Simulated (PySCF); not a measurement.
Job for PySCF: R-M06-2X/6-31G* on N2 (SMILES N#N).

```python
from pyscf import gto, scf, dft, mp
from pyscf.data.elements import chemcore

mol = gto.M(
    atom='''
    N     0.44239913   -0.43462741    4.64293110
    N     0.51603834   -0.50556508    3.55717905
    ''',
    basis='6-31g*',
    cart=True,
    charge=0, spin=0, verbose=3, max_memory=1800)
mf = dft.RKS(mol, xc='m062x')
mf.conv_tol = 1e-8
mf.max_cycle = 100
mf.kernel()
if not mf.converged:
    mf = mf.newton().run(mf.mo_coeff, mf.mo_occ)
```

Problem. What total energy does the run end on?

Solution. -109.4872 hartree.
